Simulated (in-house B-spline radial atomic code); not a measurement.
Configurations of As7+, with energies counted from [Ar] 3d8. Level of theory: Dirac-Hartree-Fock, average of configuration, Fermi nucleus of rms radius 4.0968 fm; calculated with a B-spline radial code for spherical atoms. Energies include first-order Breit, QED and recoil terms.

Occupations are held fixed; configurations that lie above the ionisation limit could autoionise.

| configuration | E - E(ref) (eV) | highest orbital | its <r> (bohr) |
| --- | --- | --- | --- |
| [Ar] 3d7 4s1 | 65.518 | 4s1/2 | 1.437 |
| [Ar] 3d7 4p1 | 81.693 | 4p3/2 | 1.56 |
| [Ar] 3d7 6s1 | 143.94 | 6s1/2 | 4.284 |
| [Ar] 3d7 5g1 | 147.39 | 5g9/2 | 3.431 |
| [Ar] 3d7 6f1 | 157.41 | 6f5/2 | 5.786 |
| [Ar] 3d7 7f1 | 164.04 | 7f5/2 | 8.184 |
| [Ar] 3d7 7g1 | 164.46 | 7g9/2 | 7.922 |
| [Ne] 3s2 3p5 3d8 5s1 | 223.65 | 5s1/2 | 2.678 |
| [Ne] 3s2 3p5 3d8 7s1 | 259.17 | 7s1/2 | 6.266 |
| [Ne] 3s2 3p5 3d8 7g1 | 267.51 | 7g9/2 | 7.921 |

(1) Order these further configurations by energy, lowest first.
A. [Ne] 3s2 3p5 3d8 6s1
B. [Ne] 3s2 3p5 3d8 4f1
C. [Ar] 3d7 7p1
D. [Ne] 3s2 3p5 3d8 5g1
E. [Ar] 3d7 6p1

(2) How far above the reference does [Ar] 3d7 4f1 lie?

(3) How far above the reference does [Ar] 3d7 5s1 lie?

(4) How far above the reference does [Ne] 3s2 3p5 3d8 4s1 lie?

## Answers

(1) E (147.24 eV), C (158.01 eV), B (229.43 eV), A (247 eV), D (250.44 eV).

(2) 126.44 eV; its least bound orbital is 4f5/2 with <r> = 2.13 bohr.

(3) 120.59 eV; its least bound orbital is 5s1/2 with <r> = 2.677 bohr.

(4) 168.6 eV; its least bound orbital is 4s1/2 with <r> = 1.438 bohr.
